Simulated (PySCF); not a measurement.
# One molecule, several mistakes: Ge2H3NO

Calculated results; nothing here was measured. The program is PySCF 2.14.0, an open-source quantum chemistry code, run on an isolated molecule that a program drew, which may never have been made. The molecule is Ge2H3NO (charge 0, singlet), drawn as the SMILES string `[O]=[GeH][NH][GeH]`.

Each row is a Hartree-Fock (HF) and frozen-core CCSD(T) single point in the cc-pVDZ basis, meant for a local HF minimum. Run 1 is clean. Each other run has one planted mistake out of seven kinds, and not every kind appears here: one electron removed, one electron added, multiplicity raised by two, geometry at a saddle point, minimal basis STO-3G, one bond length entered in bohr, all coordinates scaled. The reference is restricted for singlets and unrestricted otherwise, and also for a bond in bohr. Adding or removing an electron swaps singlet and doublet. Electrons count all cores. HOMO and LUMO are orbital energies over both spins, the gradient is its largest component, and the lowest frequency (negative if imaginary) is given only where the gradient is small. Bond lengths are over the 6 bonds as drawn. T1 is the CCSD diagnostic: over 0.02 (restricted) or 0.045 (unrestricted) a single reference is doubtful. Germanium has the cc-pVDZ-PP basis, with a core potential (ECP10MDF) in place of its 10 inner electrons, and its 3s, 3p and 3d shells are frozen in CCSD(T).

Geometry of the clean run:
```xyz
7
Ge2H3NO, angstrom
O     1.2867    0.7644   -3.9141
Ge    1.7888    1.5642   -2.6009
N     0.6927    2.1371   -1.2960
Ge   -1.1627    1.9269   -1.2005
H     3.2213    1.9555   -2.2561
H     1.1529    2.6208   -0.5429
H    -1.2563    2.6905    0.1956
```

```
run,electrons,basis functions,<S^2>,HOMO (eV),LUMO (eV),gradient (hartree/bohr),lowest frequency (cm^-1),mean bond (Å),longest bond (Å),T1,HF (hartree),CCSD(T) (hartree),mistake
1,82,89,0.000,-9.51,0.61,3.7e-05,107,1.5683,1.870,0.0252,-717.77624,-718.35625,no fault
2,81,89,0.780,-15.36,-7.58,6.4e-02,-,1.5683,1.870,0.0355,-717.46293,-718.02367,one electron removed
3,82,89,0.000,-9.31,0.80,8.3e-02,-,1.4931,1.780,0.0216,-717.75427,-718.31968,all coordinates scaled
4,82,89,2.009,-7.59,-0.70,3.0e-02,-,1.5683,1.870,0.0254,-717.71221,-718.27100,multiplicity raised by two
5,83,89,0.765,-0.71,6.37,6.3e-02,-,1.5683,1.870,0.0270,-717.77719,-718.36439,?
6,82,89,1.122,-8.56,0.64,3.9e-02,-,1.8082,3.057,0.0319,-717.67890,-718.20017,?
```

**Which mistake was planted in run 5, and what did it cost?**

It counts 83 electrons, one more than the clean run, at the same geometry and basis. So the mistake is: one electron added. Subtracting run 1 and multiplying by 627.51 kcal/mol a hartree, the energy moved by -0.6 kcal/mol in HF and -5.1 kcal/mol in CCSD(T).

**Which mistake was planted in run 6, and what did it cost?**

The mean bond changes by a factor of 1.153 and the longest by 1.635, so the molecule wasn't scaled as a whole. A length L in bohr read as angstrom grows by (1/0.5292 - 1) L = 0.890 L. The 6 bonds together grew by 6 x 0.2399 = 1.439 Å, which gives L = 1.618 Å. That is bond O1-Ge2, 1.617 Å in the clean geometry. So the mistake is: one bond length entered in bohr. Subtracting run 1 and multiplying by 627.51 kcal/mol a hartree, the energy moved by 61.1 kcal/mol in HF and 97.9 kcal/mol in CCSD(T).

Cautions from the logs. Run 1: T1 is over the limit, so its CCSD(T) energy is less reliable; run 3: T1 is over the limit, so its CCSD(T) energy is less reliable.
